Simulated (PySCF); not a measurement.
PySCF job for CH5O, SMILES C[OH2+], charge +1, TDA-ωB97X/def2-TZVPD. Geometry: B3LYP-D3(BJ)/def2-TZVP. The isomer is the one that the SMILES or the coordinates give; other isomers of the formula were not compared.

```python
import numpy as np
from pyscf import gto, scf, dft, tdscf

mol = gto.M(
    atom='''
    C    -0.79683406   -0.01800760    0.00000000
    O     0.71864554    0.08664375   -0.00000000
    H    -1.10432898    0.50540580    0.89846564
    H    -1.10432898    0.50540580   -0.89846565
    H    -1.06306645   -1.07013749    0.00000000
    H     1.15178225   -0.26288923    0.80224650
    H     1.15178225   -0.26288924   -0.80224649
    ''',
    basis='def2-TZVPD',
    charge=1,
    spin=0,
    symmetry=True,
    max_memory=1600,
    verbose=4,
)
mf = dft.RKS(mol, xc='wb97x').density_fit(auxbasis='def2-universal-jkfit')
mf.grids.level = 3
mf.conv_tol = 1e-9
mf.max_cycle = 100
mf.kernel()
mf.grids = dft.Grids(mol).set(level=1).build(with_non0tab=True)  # coarser grid for the response kernel
td = tdscf.TDA(mf)
td.singlet = True
td.nstates = 10
td.conv_tol = 1e-4
td.positive_eig_threshold = 1e-6
td.kernel(x0=td.get_init_guess(mf, 15))
td.analyze()
tt = tdscf.TDA(mf)
tt.singlet = False
tt.nstates = 4
tt.conv_tol = 1e-4
tt.positive_eig_threshold = 1e-6
tt.kernel(x0=tt.get_init_guess(mf, 9))
tt.analyze(verbose=3)
```

Program output:

```
PySCF version 2.14.0

[INPUT] verbose = 4
[INPUT] num. atoms = 7
[INPUT] num. electrons = 18
[INPUT] charge = 1
[INPUT] spin (= nelec alpha-beta = 2S) = 0
[INPUT] symmetry True subgroup None
[INPUT] Mole.unit = angstrom
[INPUT] Symbol           X                Y                Z      unit          X                Y                Z       unit  Magmom
[INPUT]  1 C     -0.796834060000  -0.018007600000   0.000000000000 AA   -1.505798140125  -0.034029432161   0.000000000000 Bohr   0.0
[INPUT]  2 O      0.718645540000   0.086643750000   0.000000000000 AA    1.358043251240   0.163732957905   0.000000000000 Bohr   0.0
[INPUT]  3 H     -1.104328980000   0.505405800000   0.898465640000 AA   -2.086879323620   0.955078543767   1.697853991932 Bohr   0.0
[INPUT]  4 H     -1.104328980000   0.505405800000  -0.898465650000 AA   -2.086879323620   0.955078543767  -1.697854010829 Bohr   0.0
[INPUT]  5 H     -1.063066450000  -1.070137490000   0.000000000000 AA   -2.008904442714  -2.022266771729   0.000000000000 Bohr   0.0
[INPUT]  6 H      1.151782250000  -0.262889230000   0.802246500000 AA    2.176553007635  -0.496788645798   1.516026169391 Bohr   0.0
[INPUT]  7 H      1.151782250000  -0.262889240000  -0.802246490000 AA    2.176553007635  -0.496788664695  -1.516026150494 Bohr   0.0

nuclear repulsion = 45.6783859651676
point group symmetry = Cs
symmetry origin: [ 4.97296351e-09  3.97837080e-09 -1.16865582e-17]
symmetry axis x: [ 1.00000000e+00 -1.60131267e-09  2.00329563e-09]
symmetry axis y: [ 1.60131267e-09  1.00000000e+00 -3.24772638e-10]
symmetry axis z: [-2.00329562e-09  3.24772816e-10  1.00000000e+00]
num. orbitals of irrep A' = 77
num. orbitals of irrep A" = 45
number of shells = 52
number of NR pGTOs = 162
number of NR cGTOs = 122
basis = def2-TZVPD
ecp = {}


[settings echo left out]
init E= -116.381135003877
HOMO (A') = -0.414023364031465  LUMO (A') = -0.00867840973088008  gap/eV = 11.03000
cycle= 1 E= -116.006489854754  delta_E= 0.375  |g|= 0.347  |ddm|= 1.55
HOMO (A') = -0.752199287215017  LUMO (A') = -0.177574417996393  gap/eV = 15.63634
cycle= 2 E= -116.032470547762  delta_E= -0.026  |g|= 0.188  |ddm|= 0.601
HOMO (A') = -0.739055967877643  LUMO (A') = -0.162057339216275  gap/eV = 15.70093
cycle= 3 E= -116.03811592016  delta_E= -0.00565  |g|= 0.0598  |ddm|= 0.149
HOMO (A') = -0.730702315513149  LUMO (A') = -0.15272585538726  gap/eV = 15.72754
cycle= 4 E= -116.038699484002  delta_E= -0.000584  |g|= 0.0182  |ddm|= 0.0841
HOMO (A') = -0.73300768066759  LUMO (A') = -0.153284820876667  gap/eV = 15.77506
cycle= 5 E= -116.038757376598  delta_E= -5.79e-05  |g|= 0.00352  |ddm|= 0.0222
HOMO (A') = -0.731993446860656  LUMO (A') = -0.152963199314932  gap/eV = 15.75622
cycle= 6 E= -116.038760184103  delta_E= -2.81e-06  |g|= 0.000584  |ddm|= 0.00825
HOMO (A') = -0.732041049225863  LUMO (A') = -0.152982323201265  gap/eV = 15.75699
cycle= 7 E= -116.038760282938  delta_E= -9.88e-08  |g|= 7.09e-05  |ddm|= 0.00159
HOMO (A') = -0.732037838145661  LUMO (A') = -0.152976284602783  gap/eV = 15.75707
cycle= 8 E= -116.038760285413  delta_E= -2.48e-09  |g|= 1.47e-05  |ddm|= 0.000259
HOMO (A') = -0.732037817737844  LUMO (A') = -0.152976059332623  gap/eV = 15.75707
cycle= 9 E= -116.038760285526  delta_E= -1.12e-10  |g|= 1.97e-06  |ddm|= 6.11e-05
HOMO (A') = -0.732037970433716  LUMO (A') = -0.152976078108615  gap/eV = 15.75708
Extra cycle  E= -116.038760285528  delta_E= -1.93e-12  |g|= 6.97e-07  |ddm|= 6e-06
converged SCF energy = -116.038760285528
tot grids = 22720
Overwritten attributes  positive_eig_threshold  of <class 'pyscf.tdscf.rks.TDA'>


******** <class 'pyscf.tdscf.rks.TDA'> for <class 'pyscf.df.df_jk.DFSymAdaptedRKS'> ********
nstates = 10 singlet
deg_eia_thresh = 1.000e-03
wfnsym = None
conv_tol = 0.0001
eigh lindep = 1e-12
eigh level_shift = 0
eigh max_cycle = 100


Excitation energies (eV)
[ 9.61568196 10.72121743 11.57859118 12.1984907  12.44158378 12.71349324
 13.25992504 13.62164546 13.82515937 13.93384448]

** Singlet excitation energies and oscillator strengths **
Excited State   1:   A'      9.61568 eV    128.94 nm  f=0.0007
       9 -> 10        0.66755
       9 -> 11       -0.12161
       9 -> 14        0.12181
Excited State   2:   A"     10.72122 eV    115.64 nm  f=0.0047
       8 -> 10        0.63576
       8 -> 11       -0.17402
       8 -> 13        0.13974
       8 -> 14        0.17481
Excited State   3:   A'     11.57859 eV    107.08 nm  f=0.0038
       7 -> 10       -0.23456
       9 -> 10       -0.14343
       9 -> 11       -0.53998
       9 -> 13        0.17516
       9 -> 14        0.15507
       9 -> 15       -0.15984
       9 -> 17       -0.18978
Excited State   4:   A"     12.19849 eV    101.64 nm  f=0.0073
       7 -> 12       -0.14535
       9 -> 12       -0.65282
       9 -> 20        0.12587
Excited State   5:   A'     12.44158 eV     99.65 nm  f=0.1284
       7 -> 10        0.54663
       9 -> 11       -0.33101
       9 -> 14       -0.20537
Excited State   6:   A"     12.71349 eV     97.52 nm  f=0.0592
       8 -> 10        0.22451
       8 -> 11        0.62481
       8 -> 15        0.15348
       8 -> 17        0.10648
Excited State   7:   A'     13.25993 eV     93.50 nm  f=0.0935
       7 -> 10       -0.26790
       7 -> 11        0.12204
       9 -> 11       -0.20446
       9 -> 13       -0.50127
       9 -> 14       -0.21598
       9 -> 15        0.14633
       9 -> 17        0.10095
Excited State   8:   A'     13.62165 eV     91.02 nm  f=0.0512
       6 -> 10        0.12013
       8 -> 12        0.30439
       9 -> 13        0.32720
       9 -> 14       -0.31702
       9 -> 15        0.35846
Excited State   9:   A'     13.82516 eV     89.68 nm  f=0.0839
       8 -> 12       -0.60741
       9 -> 13        0.16843
       9 -> 14       -0.16933
       9 -> 15        0.18247
Excited State  10:   A"     13.93384 eV     88.98 nm  f=0.0405
       8 -> 15       -0.17336
       9 -> 16        0.63839
       9 -> 18       -0.11925
       9 -> 29       -0.12094

** Transition electric dipole moments (AU) **
state          X           Y           Z        Dip. S.      Osc.
  1         0.0349      0.0420      0.0000      0.0030      0.0007
  2         0.0000     -0.0000      0.1334      0.0178      0.0047
  3         0.1087      0.0412     -0.0000      0.0135      0.0038
  4         0.0000     -0.0000      0.1563      0.0244      0.0073
  5         0.2685      0.5909     -0.0000      0.4212      0.1284
  6        -0.0000     -0.0000      0.4359      0.1900      0.0592
  7        -0.4658      0.2663      0.0000      0.2879      0.0935
  8         0.0928      0.3806     -0.0000      0.1535      0.0512
  9         0.4790      0.1351      0.0000      0.2477      0.0839
 10         0.0000     -0.0000      0.3442      0.1185      0.0405

** Transition velocity dipole moments (imaginary part, AU) **
state          X           Y           Z        Dip. S.      Osc.
  1         0.0082      0.0755      0.0000      0.0058      0.0109
  2         0.0000      0.0000     -0.0006      0.0000      0.0000
  3         0.0217      0.0541     -0.0000      0.0034      0.0053
  4         0.0000     -0.0000      0.0385      0.0015      0.0022
  5         0.1072      0.2759     -0.0000      0.0876      0.1278
  6         0.0000     -0.0000      0.2260      0.0511      0.0729
  7        -0.1888      0.1087      0.0000      0.0475      0.0649
  8         0.0583      0.1541      0.0000      0.0272      0.0362
  9         0.2275      0.0574     -0.0000      0.0551      0.0722
 10         0.0000     -0.0000      0.1358      0.0184      0.0240

** Transition magnetic dipole moments (imaginary part, AU) **
state          X           Y           Z
  1         0.0000      0.0000     -1.0125
  2        -0.0241     -1.2553      0.0000
  3        -0.0000      0.0000     -0.0448
  4        -0.2795      0.2318     -0.0000
  5        -0.0000      0.0000      0.7027
  6        -0.0168     -0.4533      0.0000
  7        -0.0000      0.0000      0.3517
  8         0.0000      0.0000      0.3363
  9         0.0000     -0.0000      0.4902
 10         0.8085     -0.6874      0.0000


******** <class 'pyscf.tdscf.rks.TDA'> for <class 'pyscf.df.df_jk.DFSymAdaptedRKS'> ********
nstates = 4 triplet
deg_eia_thresh = 1.000e-03
wfnsym = None
conv_tol = 0.0001
eigh lindep = 1e-12
eigh level_shift = 0
eigh max_cycle = 100


Excitation energies (eV)
[ 8.9681464  10.05484313 10.89770455 11.70916436]

** Triplet excitation energies and oscillator strengths **
Excited State   1:   A'      8.96815 eV    138.25 nm  f=0.0000
Excited State   2:   A"     10.05484 eV    123.31 nm  f=0.0000
Excited State   3:   A'     10.89770 eV    113.77 nm  f=0.0000
Excited State   4:   A'     11.70916 eV    105.89 nm  f=0.0000
```

The calculation finished and met its thresholds.

Cost: very roughly 50 core-seconds.
